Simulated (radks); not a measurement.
The arsenic anion As3-, [Kr], held by a Watson sphere: a shell of charge +3 at radius R that stands for the Madelung well of a crystal (potential energy -3/R inside, -3/r outside, in hartree with lengths in bohr). Method: scalar-relativistic Kohn-Sham, LDA (Slater exchange, VWN5 correlation), spin-unpolarised, spherical densities, finite nucleus; Fermi nuclear charge, rms radius of each element as measured or else 0.836 A^(1/3) + 0.57 fm; computed with a radial shooting solver on a logarithmic mesh with Libxc functionals. Response by self-consistent Sternheimer equations with the Hartree and adiabatic LDA kernel, the relativistic mass of each level held fixed and spin-orbit coupling left out. The sphere does not respond.

[
 {"R (bohr)": "2.43", "e(3d) (eV)": "-39.120", "e(4s) (eV)": "-16.135", "e(4p) (eV)": "-7.318", "<r> 4p (bohr)": "2.513", "sum of <r^2> (bohr^2)": "62.97", "X-ray form factor at sin(theta)/lambda = 0.1 1/angstrom": "32.214", "alpha (bohr^3)": "40.78"},
 {"R (bohr)": "2.85", "e(3d) (eV)": "-38.368", "e(4s) (eV)": "-14.809", "e(4p) (eV)": "-6.488", "<r> 4p (bohr)": "2.686", "sum of <r^2> (bohr^2)": "70.04", "X-ray form factor at sin(theta)/lambda = 0.1 1/angstrom": "31.929", "alpha (bohr^3)": "54.89"},
 {"R (bohr)": "3.12", "e(3d) (eV)": "-38.063", "e(4s) (eV)": "-14.101", "e(4p) (eV)": "-5.980", "<r> 4p (bohr)": "2.795", "sum of <r^2> (bohr^2)": "74.75", "X-ray form factor at sin(theta)/lambda = 0.1 1/angstrom": "31.758", "alpha (bohr^3)": "66.61"},
 {"R (bohr)": "3.68", "e(3d) (eV)": "-37.614", "e(4s) (eV)": "-12.944", "e(4p) (eV)": "-5.037", "<r> 4p (bohr)": "3.017", "sum of <r^2> (bohr^2)": "84.90", "X-ray form factor at sin(theta)/lambda = 0.1 1/angstrom": "31.443", "alpha (bohr^3)": "99.21"},
 {"R (bohr)": "4.75", "e(3d) (eV)": "-37.055", "e(4s) (eV)": "-11.595", "e(4p) (eV)": "-3.687", "<r> 4p (bohr)": "3.420", "sum of <r^2> (bohr^2)": "106.1", "X-ray form factor at sin(theta)/lambda = 0.1 1/angstrom": "30.984", "alpha (bohr^3)": "204.8"},
 {"R (bohr)": "5.13", "e(3d) (eV)": "-36.912", "e(4s) (eV)": "-11.297", "e(4p) (eV)": "-3.330", "<r> 4p (bohr)": "3.557", "sum of <r^2> (bohr^2)": "114.3", "X-ray form factor at sin(theta)/lambda = 0.1 1/angstrom": "30.865", "alpha (bohr^3)": "260.8"},
 {"R (bohr)": "5.27", "e(3d) (eV)": "-36.865", "e(4s) (eV)": "-11.204", "e(4p) (eV)": "-3.212", "<r> 4p (bohr)": "3.607", "sum of <r^2> (bohr^2)": "117.5", "X-ray form factor at sin(theta)/lambda = 0.1 1/angstrom": "30.826", "alpha (bohr^3)": "284.5"}
]
